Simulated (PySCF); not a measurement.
Al(H)2(SeH) (AlH3Se), SMILES [AlH2][SeH].

Coordinates come from a r2SCAN-D4/def2-TZVP optimisation.

Computed with ωB97X/def2-TZVPD (PySCF).

Computed frontier levels, gap, dipole moment and polarisability:
```yaml
highest_occupied_level: -9.68 eV
lowest_empty_level: 0.35 eV
orbital_gap: 10.03 eV
dipole_moment: 0.85 D
quadrupole, principal values (traceless, Buckingham form, about the centre of nuclear charge): -2.43, 0.25, 2.18 D·Å
mean_static_polarisability: 59.7 bohr³ (8.85 Å³)
polarisability_principal_values: 50.7, 55.9, 72.6 bohr³
```
